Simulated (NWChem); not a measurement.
# C₄H₆O; SMILES O=CC1CC1

```xyz
11

O     -0.5848     1.6615     0.0000
C      0.5003     1.1355     0.0000
C      0.7089    -0.3317     0.0000
C     -0.3118    -1.1738    -0.7397
C     -0.3118    -1.1738     0.7397
H      1.4347     1.7530     0.0000
H      1.7492    -0.6675     0.0000
H      0.0620    -2.0510    -1.2735
H     -1.1033    -0.6126    -1.2439
H      0.0620    -2.0510     1.2735
H     -1.1033    -0.6126     1.2439
```
Atoms are numbered in this order, from 1.

Level: PBE0/def2-SVP (NWChem), optimised geometry, unscaled harmonic frequencies. 

Question: List the harmonic frequencies with IR intensities, and the thermochemistry.

Answer: 
```csv
frequency (cm⁻¹),IR intensity (km/mol)
113,9.4
250,6.9
308,2.1
688,10.5
795,0.4
831,5.0
833,4.5
869,2.3
1020,115.3
1057,0.8
1058,10.5
1091,3.3
1098,3.2
1115,3.1
1194,0.3
1230,3.6
1386,22.9
1419,6.9
1428,29.2
1489,21.8
1862,158.5
2928,137.2
3154,6.4
3157,4.2
3202,5.3
3257,0.4
3266,0.4
```

```
Quantity                                                                            Value
-----------------------------------------------------------------------  ----------------
zero-point energy                                                           57.3 kcal/mol
thermal correction to the enthalpy at 298.15 K (with zero-point energy)     61.1 kcal/mol
heat capacity Cv                                                         17.2 cal/(mol K)
entropy at 298.15 K and 1 atm (symmetry number 1)                        71.6 cal/(mol K)
dipole moment                                                                      2.67 D
```

Rigid rotor and harmonic oscillator.
